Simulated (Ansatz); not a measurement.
# Ligand exchange: C3H7FMg + BH2(NH2) → C3H9MgN + BH2F

Species: C3H7FMg `C[CH](C)[Mg][F]`, singlet; BH2(NH2), singlet; C3H9MgN `C[CH](C)[Mg][NH2]`, singlet; BH2F `BF`, singlet. The partners trade F for NH2: Mg–F and B–NH2 bonds give way to Mg–NH2 and B–F.

Shapes, held fixed at every level: PBE0-D4/def2-TZVP. Programs: Ansatz 0.2.0. Electronic energies: no zero-point or thermal term.

```csv
level,kind,ΔE (kJ/mol),less CCSD(T)/def2-TZVPP
HF/def2-SVP,Hartree–Fock,+136.5,+10.0
HF/def2-TZVPP,Hartree–Fock,+121.7,-4.8
BHLYP-D4/def2-TZVPP,global hybrid,+132.2,+5.7
wB97M-V/def2-TZVPP,range-separated hybrid,+133.0,+6.5
wB97X-V/def2-TZVPP,range-separated hybrid,+132.8,+6.3
MP2/def2-SVP,perturbation theory,+144.9,+18.4
CCSD(T)/def2-SVP,coupled cluster or CI,+142.9,+16.4
CCSD(T)/def2-TZVPP,coupled cluster or CI,+126.5,0.0
```

The highest level, CCSD(T)/def2-TZVPP, gives ΔE = +126.5 kJ/mol; the levels span +121.7 to +144.9. The column of differences is taken from that level and isn't an error. No measured value is set beside it here. Outer-core shells of Mg are correlated, in sets that cover them unevenly.
